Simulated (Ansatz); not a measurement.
Calculated with Ansatz (gas phase, PBE0-D4/def2-TZVP geometries, no zero-point term in ΔE). CBS: MP2 limit from def2 TZ/QZ plus the TZ coupled-cluster correction, frozen cores. Functionals use def2-TZVPP. def2 core potentials past Kr. For Ge, I outer-core shells are correlated without core-valence functions, which leaves a few kJ/mol of doubt a bond. Scalar relativity is left out up to krypton. Each species was taken in one conformer, which may not be the lowest.

Consider the germylene formation by 1,1-elimination: `[OH][GeH2][I]` → `[GeH2]` + `OI`.

CCSD(T)/CBS gives +428.1 kJ/mol.

(1) Another level gave +419.7 kJ/mol. Which?
A. ωB97M-V/def2-TZVPP
B. revPBE/def2-TZVPP
C. PBE0-D4/def2-TZVPP
D. BLYP/def2-TZVPP

Largest T1 diagnostic among the species: 0.012.

## Answers

(1) A. ωB97M-V 419.7, revPBE 387.9, PBE0-D4 436.8, BLYP 368.7 kJ/mol.

From PBE to PBE0 (25 % exact exchange), in def2-TZVPP and without D4, ΔE moves by +24.9 kJ/mol. The D4 term adds +11.0 kJ/mol with B3LYP and +5.9 kJ/mol with PBE0; it sums over pairs of atoms, weighted by their polarisabilities, and B3LYP, whose exchange is more repulsive, gets the larger term. Leaving LDA and LC-ωPBE aside and taking each functional with its dispersion term where it has one, the values, not all of them listed here, spread over 80.1 kJ/mol, from BLYP-D4 to PBE-QIDH. LDA lies +46.1 kJ/mol from PBE without D4.

B3LYP here is the variant with VWN-RPA as its local correlation; programs differ in this.
